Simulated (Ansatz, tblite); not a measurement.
Forces on Os3 at its PBE0-D4/def2-TZVP geometry. Charge 0, multiplicity 1.

In the def2 sets Os takes a core potential; there is no spin–orbit coupling. The xTB rows come from tblite. The restricted singlet is unstable towards broken spin symmetry in Hartree–Fock (as tested in another run); at PBE-D4/def2-TZVP this wasn't settled. No other spin state of charge 0 was run. Another isomer (quintet) lies 1.40 eV lower at PBE0-D4/def2-TZVP; other spin states weren't run for this one.

GFN1-xTB (tblite), largest force 25.74 eV/Å:

```xyz
3
positions Å, forces eV/Å
Os    1.223    0.170   -0.774    7.364   10.911   -4.495
Os   -0.954    0.910    0.621   -1.196   13.830    0.991
Os   -0.269   -1.080    0.153   -6.167  -24.741    3.504
```

GFN2-xTB (tblite), largest force 8.32 eV/Å:

```
Os 4.237 2.893 -2.643
Os -2.245 5.102 1.511
Os -1.993 -7.995 1.132
```

PBE-D4/def2-TZVP (Ansatz), largest force 1.24 eV/Å:

```
Os 0.802 0.373 -0.503
Os -0.506 0.819 0.335
Os -0.297 -1.193 0.169
```
